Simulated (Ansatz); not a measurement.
[ScF6]3- (ScF₆³⁻), 7 atoms. Hardware: 4 threads of Intel Xeon on a shared host.

The 6-31G sets use Cartesian d functions. Correlated methods freeze 11 core orbitals; core or outer-core shells of Sc are correlated, in sets that lack core-valence functions. A multiply charged anion in the gas phase is held together partly by the finite basis. Removing one electron lowers the energy by 2.92 eV at PBE0-D4/def2-TZVPD, so it isn't bound.

Task: How many basis functions does each of these Ansatz runs have, and roughly what does it cost? LC-ωPBE/def2-TZVPD, charge -3 singlet, energy, from earlier orbitals; B3LYP-D4/6-31G, charge -3 singlet, energy; BHLYP-D4/def2-TZVPD, charge -3 singlet, energy, from earlier orbitals; PBE with 10 % exact exchange/def2-SVPD, charge -3 singlet, energy, from earlier orbitals; PBE-D4/def2-TZVPD, charge -2 doublet at the geometry of the charge -3 singlet, energy, from earlier orbitals; RPA@PBE/def2-TZVPD, charge -3 singlet, energy, from earlier orbitals; HF/6-31G, charge -3 singlet, energy; PBE0-D4/def2-TZVPD, charge -2 doublet, energy, from earlier orbitals; PBE-D4/def2-TZVPD, charge -3 triplet at the geometry of the charge -3 singlet, energy, from earlier orbitals; CCSD(T)/def2-SVPD, charge -3 singlet, energy, from earlier orbitals; r2SCAN-D4/def2-SVPD, charge -3 singlet, relaxation, 3 steps; PBE0-D4/def2-TZVPD, charge -3 triplet at the geometry of the charge -3 singlet, energy.

Result: Other jobs shared the machine, so times can vary by a factor of up to 3. A dash marks memory too small to be measured apart from the calling script's.

```
                                                                                                         run  functions  fitting or Cholesky vectors  wall time  peak host memory (GiB)
                                                                         HF/6-31G, charge -3 singlet, energy         83                          850     0.76 s                       –
                                                                   B3LYP-D4/6-31G, charge -3 singlet, energy         83                          850      1.5 s                       –
                    PBE with 10 % exact exchange/def2-SVPD, charge -3 singlet, energy, from earlier orbitals        172                         1512      2.7 s                       –
                                        LC-ωPBE/def2-TZVPD, charge -3 singlet, energy, from earlier orbitals        288                         1653      4.3 s                    0.71
                                       BHLYP-D4/def2-TZVPD, charge -3 singlet, energy, from earlier orbitals        288                         1914      6.5 s                     1.1
PBE-D4/def2-TZVPD, charge -2 doublet at the geometry of the charge -3 singlet, energy, from earlier orbitals        288                         1653      7.5 s                    0.57
                                                 r2SCAN-D4/def2-SVPD, charge -3 singlet, relaxation, 3 steps        172                         1499        8 s                       –
                                        RPA@PBE/def2-TZVPD, charge -3 singlet, energy, from earlier orbitals        288                         1985       13 s                       1
PBE-D4/def2-TZVPD, charge -3 triplet at the geometry of the charge -3 singlet, energy, from earlier orbitals        288                         2069       68 s                     1.1
                                        PBE0-D4/def2-TZVPD, charge -2 doublet, energy, from earlier orbitals        288                         1742       72 s                     1.3
                                         CCSD(T)/def2-SVPD, charge -3 singlet, energy, from earlier orbitals        172                         1696       94 s                     2.4
                      PBE0-D4/def2-TZVPD, charge -3 triplet at the geometry of the charge -3 singlet, energy        288                         1742    5.1 min                     1.3
```
